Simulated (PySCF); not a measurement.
C4H8Cl2Si.
Structure used (GFN2-xTB), in Å, numbered top down from 1:
```
atom  x, y, z in Å
Cl1    1.914    1.860   -0.180
C2     2.041    0.087   -0.229
C3     0.688   -0.518   -0.555
Cl4    0.992   -2.302   -0.765
C5    -0.338   -0.286    0.497
C6    -1.801   -0.596    0.144
Si7   -1.473    1.235    0.418
H8     2.389   -0.242    0.751
H9     2.782   -0.162   -0.989
H10    0.340   -0.176   -1.532
H11   -0.019   -0.652    1.467
H12   -1.961   -0.970   -0.858
H13   -2.343   -1.183    0.871
H14   -1.381    2.088   -0.751
H15   -1.836    1.825    1.691
```

NICS = −σ at a ghost point: NICS(0) at the centroid of the ring atoms, NICS(1) 1 Å to either side along the normal of their mean plane, zz for the tensor component along that normal. Level: GIAO PBE0/pcSseg-1 (PySCF, non-relativistic, gas phase) on the GFN2-xTB geometry, one conformer.

Ring bond lengths (Å), with Mayer bond orders in brackets: C5–C6 1.536 (0.88), C6–Si7 1.880 (0.96), Si7–C5 1.900 (0.87).

Question: Give the NICS values of each ring in ppm.

Answer: 
| ring | type | NICS(0) | NICS(1), two faces | NICS(1)zz, two faces | rms pucker (Å) | centre to ring atoms, mean (Å) |
| --- | --- | --- | --- | --- | --- | --- |
| C5–C6–Si7 | 3-membered ring with Si; formal bonds all single | -26.9 | -8.4 / -7.8 | -17.4 / -13.5 | 0.00 | 1.02 |

Question: What can be read from them?

Answer: 
- C5–C6–Si7: mean NICS(1)zz -15.4 ppm, shielded. C5, C6, Si7 have four or more neighbours, so the value isn't read as a sign of a π ring current. The two faces differ by 3.9 ppm, so no symmetry operation interchanges them. NICS(0) lies 19 ppm below the mean NICS(1).

Question: Give the inner angles of the rings and the Hirshfeld charges of the ring atoms.

Answer: 
- C5–C6–Si7: C5 65.4° (-0.128 e), C6 66.7° (-0.169 e), Si7 48.0° (+0.305 e); sum 180.0° against 180° for a flat convex ring.

Question: What are the shieldings of the ring atoms and their hydrogens in the same run (means over atoms taken as equivalent)?

Answer: 
| atoms | environment | σ isotropic (ppm) | principal values of the symmetric part, first atom (ppm) |
| --- | --- | --- | --- |
| C5 | sp3 carbon bound to silicon | 170.6 | 142.9, 155.5, 213.5 |
| C6 | sp3 carbon bound to silicon | 186.2 | 154.6, 193.6, 210.3 |
| Si7 | SiH2 silicon | 478.8 | 379.0, 402.7, 654.8 |
| H11 | methine hydrogen | 30.88 | 25.5, 29.5, 37.7 |
| H12 | methylene hydrogen | 31.16 | 25.7, 28.8, 39.0 |
| H13 | methylene hydrogen | 30.77 | 25.3, 26.3, 40.8 |
| H14 | Si–H hydrogen | 28.77 | 24.2, 27.3, 34.8 |
| H15 | Si–H hydrogen | 28.66 | 23.9, 25.4, 36.6 |
